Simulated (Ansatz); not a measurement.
## Ansatz (development build ahead of 0.2.0) run

```yaml
crystal:
  periodic: [false, false, false]
  atoms:
    - { symbol: Ni, position_ang: [0.0, 0.0, 0.0] }
basis:
  gaussian: { orbitals: def2-SVP }
total_charge: 1
magnetization:
  initial_magnetization: 1
hamiltonian:
  xc: pbe0
scf:
  omitted_lower_state_checks: [starts, atomic_configurations, cluster_reference, orbital_swaps, given_window_search, neighbouring_geometries, increment]
output:
  forces: true
```

The input is written out in the form of the current development build from the run's settings.

The run gave:

```
Converged                       : yes
Total energy                    : -1507.52526 hartree
Spin squared of the determinant : 0.750
Stability test                  : minimum among restricted orbitals
```

Forces (eV/Å):
```tsv
atom	Fx	Fy	Fz
Ni1	0.000	0.000	0.000
```

Caution: no unrestricted run beside it, a lower state can exist.
